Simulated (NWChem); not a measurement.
Polarisability of BCl

```xyz
2

B      0.0000     0.0000    -1.3285
Cl     0.0000     0.0000     0.3907
```
Charge 0, spin multiplicity 1.

Everything below was run with NWChem. The geometry was optimised at PBE0/def2-SVP, a minimum by its harmonic frequencies.

Basis set: 6-31G*. The field's frequency is 0.0428 Ha (1065 nm). This basis has no diffuse functions, which lowers polarisabilities.

The correlated methods keep 6 core orbitals frozen. B3LYP has NWChem's definition, with VWN1-RPA local correlation. The Pople sets run with spherical d functions. The structure started from a generated list of species. Coupled-cluster values serve here as a point of comparison, not as the truth.

```tsv
method	isotropic polarisability (bohr³)
PBE	[?]
HF	23.29
B3LYP	[?]
BHandHLYP	[?]
CCSD linear response	23.30
```

Q: What belongs in the gaps?

A: 
- PBE, isotropic polarisability (bohr³): 24.28
- B3LYP, isotropic polarisability (bohr³): 23.82
- BHandHLYP, isotropic polarisability (bohr³): 23.51
